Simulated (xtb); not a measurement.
C4H4Cl2, SMILES Cl/C=C\C=C/Cl. All values are semi-empirical tight-binding results from xtb (GFN2-xTB unless named), good for trends rather than for accurate numbers. The structure is a stationary point at GFN2-xTB. The values are those of a single conformer.

Optimised geometry:

```xyz
10

Cl     0.2766     2.8169     0.0000
C     -0.9275     1.5939     0.0000
C     -0.6592     0.2876     0.0000
C      0.6592    -0.2876     0.0000
C      0.9275    -1.5939     0.0000
Cl    -0.2766    -2.8169     0.0000
H     -1.9326     1.9841     0.0000
H     -1.4932    -0.3995     0.0000
H      1.4932     0.3995     0.0000
H      1.9326    -1.9841     0.0000
```
Charge 0, spin multiplicity 1.

Question: Estimate the properties. (Estimate from the structure and the level; the computed values follow.)

Answer: 
```yaml
point_group_as_xtb_finds_it: C2h
orbital_gap: 3.10 eV
dipole_moment: 0.00 D
zero_point_energy: 40.8 kcal/mol
G − E(el) at 298.15 K (modified RRHO): 21.2 kcal/mol
static polarisability (D4 model): 74.9 bohr³
solvation energy, GFN2-xTB/ALPB(water): -2.1 kcal/mol
solvation energy, GFN2-xTB/ALPB(ether): -6.4 kcal/mol
```

Computed atomic charges and the Wiberg bond orders between heavy atoms:
charges (e) Cl1 -0.15, C2 0.04, C3 -0.03, C4 -0.03, C5 0.04, Cl6 -0.15, H7 0.07, H8 0.07, H9 0.07, H10 0.07. Bond orders Cl1–C2 1.01, C2–C3 1.79, C3–C4 1.14, C4–C5 1.79, C5–Cl6 1.01.
